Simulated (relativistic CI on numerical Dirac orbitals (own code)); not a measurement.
## Pt XXVIII: sensitivity of the levels to the model

Base calculation: Dirac-Coulomb-Breit CI, orbitals from a KLI potential per configuration, QED by a radiative potential, unscaled Slater integrals.

Configuration list (outside the closed core [Ar] 3d10): 4s²4p⁶4d¹⁰4f⁵, 4s²4p⁶4d¹⁰4f⁴5s, 4s²4p⁶4d⁹4f⁶, 4s²4p⁶4d¹⁰4f³5s², 4s²4p⁶4d¹⁰4f⁴5p, 4s²4p⁶4d¹⁰4f³5s5p, 4s²4p⁵4d¹⁰4f⁶, 4s²4p⁶4d¹⁰4f⁴5d, 4s²4p⁶4d¹⁰4f³5p², 4s²4p⁶4d¹⁰4f³5s5d, 4s4p⁶4d¹⁰4f⁶, 4s²4p⁶4d¹⁰4f⁴6p, 4p⁶4d¹⁰4f⁷. Levels of other configurations are missing.

Variants: (1) configuration mixing switched off. Shifts of the energy above 4s²4p⁶4d¹⁰4f⁵ ⁶H°5/2, in cm⁻¹, for the lowest level and the first level of each name with at least 55 % of one term (blank where a level changes its place among those of its configuration and J or its character, or is not in the variant):

| Level | Base | Δ(1) |
| --- | --- | --- |
| 4s²4p⁶4d¹⁰4f⁵ ⁶H°5/2 | 0.0 | 0.0 |
| 4s²4p⁶4d¹⁰4f⁵ ⁶H°7/2 | 16464.2 | -169.9 |
| 4s²4p⁶4d¹⁰4f⁵ ⁶H°9/2 | 30154.1 | -184.8 |
| 4s²4p⁶4d¹⁰4f⁵ ⁶F°3/2 | 32265.9 | +553.6 |
| 4s²4p⁶4d¹⁰4f⁵ ⁶F°1/2 | 34384.0 | +736.6 |
| 4s²4p⁶4d¹⁰4f⁵ ⁶H°11/2 | 40907.5 | -134.7 |
| 4s²4p⁶4d¹⁰4f⁵ ⁶F°7/2 | 45268.2 | +490.5 |
| 4s²4p⁶4d¹⁰4f⁵ ⁶H°13/2 | 49070.4 | -62.3 |
| 4s²4p⁶4d¹⁰4f⁵ ⁶F°9/2 | 57939.3 | +588.6 |
| 4s²4p⁶4d¹⁰4f⁵ ⁶F°11/2 | 69159.0 | +682.3 |
| 4s²4p⁶4d¹⁰4f⁵ ⁴F°3/2 | 71994.3 | +33.2 |
| 4s²4p⁶4d¹⁰4f⁵ ⁴I°9/2 | 75064.6 | +348.4 |
| 4s²4p⁶4d¹⁰4f⁵ ⁴M°17/2 | 84377.0 | -692.9 |
| 4s²4p⁶4d¹⁰4f⁵ ²P°1/2 | 88155.8 | +1069.4 |
| 4s²4p⁶4d¹⁰4f⁵ ⁴M°19/2 | 96752.7 | -727.3 |
| 4s²4p⁶4d¹⁰4f⁵ ⁴K°17/2 | 120677.5 | -292.4 |
| 4s²4p⁶4d¹⁰4f⁵ ⁴G°5/2 | 121822.9 | +869.1 |
| 4s²4p⁶4d¹⁰4f⁵ ⁴P°1/2 | 130334.7 | +1772.7 |
| 4s²4p⁶4d¹⁰4f⁵ ²N°19/2 | 135893.9 | -197.6 |

At this charge energies of transitions that change n are usually good to better than 1 %, and those within a shell (Δn = 0) to a few per cent. Terms inside the open d or f shell come out 10 to 20 % too wide with unscaled integrals.

Ionisation energy from the two ground configurations alone: base 907.561 eV. The NIST ASD value (theoretical) is 930 eV. The gap of more than 2 % comes from missing correlation, or from a tabulated value that is itself an estimate.

LS names give the leading component of a level, which can be under half, so a name can repeat, a term be missing and a line seem to break the LS rules.
